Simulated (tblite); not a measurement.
Compound: C8H9 (doublet state).
Geometry (GFN2-xTB, Å), atoms numbered from 1 in this order:
```
atom  x, y, z in Å
C1     1.320    1.425    1.742
C2     1.171    0.843    0.611
C3    -0.051   -0.037    0.164
C4    -1.051   -0.228    1.305
C5     0.499   -1.319   -0.225
C6     0.984   -2.375   -0.517
C7    -0.673    0.703   -0.984
C8    -0.436    0.458   -2.262
H9     0.828    1.562    2.675
H10    1.906    0.910   -0.181
H11   -1.880   -0.846    0.964
H12   -1.441    0.734    1.631
H13   -0.573   -0.722    2.148
H14    1.390   -3.307   -0.778
H15   -1.323    1.516   -0.688
H16   -0.892    1.041   -3.043
H17    0.214   -0.344   -2.572
```

All values are computed: GFN2-xTB (tblite) harmonic vibrations without scaling, gas phase. Errors from tens to a few hundred cm⁻¹ against measured bands are possible. One conformer, not necessarily the lowest. Open shells enter through the occupations alone, without spin polarisation, and single modes of such species can be off by tens of per cent.

Harmonic wavenumbers (cm⁻¹): 57.4, 67.6, 138.1, 154.6, 233.6, 253.2, 279.1, 290.1, 384.9, 408.0, 449.5, 542.3, 605.7, 641.4, 648.1, 671.3, 687.6, 759.6, 845.8, 890.6, 920.8, 950.2, 1012.4, 1026.7, 1083.8, 1122.0, 1215.7, 1234.4, 1297.1, 1399.5, 1402.2, 1488.6, 1494.2, 1678.6, 1725.5, 2268.4, 3017.0, 3026.8, 3033.2, 3039.4, 3059.9, 3100.8, 3127.3, 3213.3, 3394.2.

A = 2436, B = 1889, C = 1507 MHz; mass 105.070 u (most abundant isotopes); point group C1, symmetry number 1; spin multiplicity 2.

**Question.** Zero-point energy?

**Answer.** ½Σν̃ = 29170 cm⁻¹ = 83.40 kcal/mol.

**Question.** Entropy at 400 K, 1 bar (ideal gas, RRHO, classical rotation)?

**Answer.** Translation 41.35, rotation 29.11, vibration 37.22, spin (R ln 2) 1.38: S = 109.1 cal/(mol K).

**Question.** And Cp and H(400 K) − H(0)?

**Answer.** Cp = 46.30 cal/(mol K), of which vibrations give 38.35 (their classical limit is 45 R = 89.4); H(400 K) − H(0) = 11.08 kcal/mol without the zero-point energy, 7.90 from vibrations.

**Question.** What must be added to the electronic energy to get the Gibbs energy at 400 K and 1 bar?

**Answer.** ZPE + [H(400 K) − H(0)] − T·S = 83.40 + 11.08 − 43.62 = 50.86 kcal/mol.

**Question.** Blend soft modes into free rotors: weight 1/[1 + (100 cm⁻¹/ν̃)⁴] for the oscillator and the rest for a rotor with moment μB/(μ + B), μ = h/(8π²ν), B = 10⁻⁴⁴ kg m². What vibrational entropy results?

**Answer.** 34.69 cal/(mol K) in place of 37.22, which changes −T·S at 400 K by +1.01 kcal/mol.

**Question.** Which modes carry the vibrational entropy at 400 K?

**Answer.** 57.4 cm⁻¹: 5.13; 67.6 cm⁻¹: 4.80; 138.1 cm⁻¹: 3.40; 154.6 cm⁻¹: 3.18; 233.6 cm⁻¹: 2.39; 253.2 cm⁻¹: 2.24 cal/(mol K); the other 39 give 16.08 together.

Hindered rotation and anharmonicity are outside this model. Other conformers, if any are populated, would add a mixing term that is left out. The structure is chiral; the term R ln 2 for an equal mix with its mirror image is left out.
